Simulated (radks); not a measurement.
The numbers below are computed, except where a source is named.
Task: Successive ionisation energies (eV) of one element, from differences of total energies of ions in their ground configurations, starting at charge 0: 8.324, 25.291, 37.160, 262.81, 328.83. Code: a radial shooting solver on a logarithmic mesh with Libxc functionals. Model: non-relativistic Kohn-Sham, LDA (Slater exchange, Perdew-Wang correlation), spin-unpolarised, spherical densities, point nucleus. Which element is it?

Result: Boron (Z = 5). The first species listed is B in [He] 2s2 2p1, the last B4+ in 1s1.
